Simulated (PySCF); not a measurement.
**Ionisation energy of C⁴⁺ by level of theory**

C⁴⁺ 1s2 (1S) → C⁵⁺ 1s1 (2S), as a difference of total energies. Computed with PySCF 2.14 in an uncontracted even-tempered set (17 s from 1.2 bohr⁻², ratio 2.2; 7 p from 1.9 bohr⁻², ratio 2.4; 4 d from 5.8 bohr⁻², ratio 2.4; 3 f from 8.8 bohr⁻², ratio 2.4; 3 g from 13 bohr⁻², ratio 2.4), with scalar relativity by spin-free X2C-1e. Correlated levels: nothing frozen; virtual orbitals above 40 to 60 times the deepest correlated orbital energy dropped. The calculations carry no spin-orbit coupling.

| method | ionisation energy (eV) | difference from reference (eV) |
| --- | --- | --- |
| UHF | 390.92 | -1.17 |
| LDA | 388.22 | -3.87 |
| PBE | 391.35 | -0.74 |
| PBE0 | 391.51 | -0.58 |
| r2SCAN | 392.21 | +0.12 |
| MN15 | 392.89 | +0.80 |
| MP2 (all electrons) | 392.09 | 0.00 |
| SCS-MP2 (all electrons) | 392.32 | +0.23 |

Reference: 392.09 eV (theoretical estimate listed by NIST; NIST Atomic Spectra Database, ionization energies).
